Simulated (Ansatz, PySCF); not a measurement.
Process, species as SMILES: C[O][Ge]([Cl])([Cl])[Cl] + 5 [H][H] (H2) → C (CH4) + 3 Cl (HCl) + [GeH4] (GeH4) + O (H2O)
Geometries: B3LYP-D3(BJ)/def2-TZVP minima from Ansatz (a program for electronic structure), one conformer each, not searched for the lowest. Frequencies are from Ansatz or PySCF.

Wanted: energy of full hydrogenation (0 K, with B3LYP-D3(BJ) harmonic zero-point energies), in kcal/mol. Correlated levels leave the core frozen unless marked. No spin-orbit coupling. The frozen core is the preceding noble-gas configuration, with the filled d and f shells of earlier blocks. No relativistic terms. Basis-set limits of correlation are two-point, X^-3; Hartree-Fock from the larger set.

CCSD(T)/CBS(def2-TZVPPD,def2-QZVPPD) (Ansatz) gives 27.9 kcal/mol.

Q: Another calculation gave 23.3 kcal/mol. Which level was it?
(A) B97M-V/def2-TZVPD (Ansatz)
(B) wB97M-V/def2-TZVPD (Ansatz)
(C) wB97X/def2-TZVPD (Ansatz)
(D) PBE-QIDH/def2-TZVPD (Ansatz)

A: B, wB97M-V/def2-TZVPD (Ansatz). The others give 19.9 (B97M-V), 17.1 (wB97X), 26.4 (PBE-QIDH) kcal/mol.
